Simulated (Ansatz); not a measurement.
Consider the formal exchange of groups at the Se–B bond: `ClB(Cl)[SeH]` + `CO[SiH2]F` → `CO[SiH](F)[SeH]` + `ClBCl`.

Isolated molecules relaxed with PBE0-D4/def2-TZVP in Ansatz; ΔE leaves out vibrations. CCSD(T)/CBS is the MP2 limit (def2-TZVPP, def2-QZVPP) plus CCSD(T) − MP2 in def2-TZVPP, frozen cores. This one scheme is used for every species. For Se outer-core shells are correlated without core-valence functions, which leaves a few kJ/mol of doubt a bond. Scalar relativity is left out up to krypton. One conformer a species, not always the lowest.

| species | CCSD(T)/CBS(def2) energy (Eh) |
| --- | --- |
| `ClB(Cl)[SeH]` | -3345.76079 |
| `CO[SiH2]F` | -505.20189 |
| `CO[SiH](F)[SeH]` | -2905.94213 |
| `ClBCl` | -945.02167 |

(1) Work out ΔE.

(2) What do rigid-rotor, harmonic-oscillator terms from PBE0-D4/def2-TZVP frequencies (298.15 K, 1 bar) make of the CCSD(T)/CBS value? (Estimate.)

Largest T1 diagnostic among the species: 0.012.

Results:

(1) ΔE = (-2905.94213) + (-945.02167) − (-3345.76079) − (-505.20189) = -0.00112 Eh = -0.03 eV.

(2) Ansatz gave: ΔZPE = 0.00 eV, ΔH = -0.02 eV, ΔS = 2 J/(mol·K), ΔG = -0.02 eV.

In def2-TZVPP, CCSD(T) changes the Hartree–Fock value by +0.11 eV (the triples alone add +0.02 eV) and MP2 by +0.14 eV. Leaving LDA and LC-ωPBE aside and taking each functional with its dispersion term where it has one, the values, not all of them listed here, spread over 0.07 eV, from BHLYP-D4 to revPBE-D4.
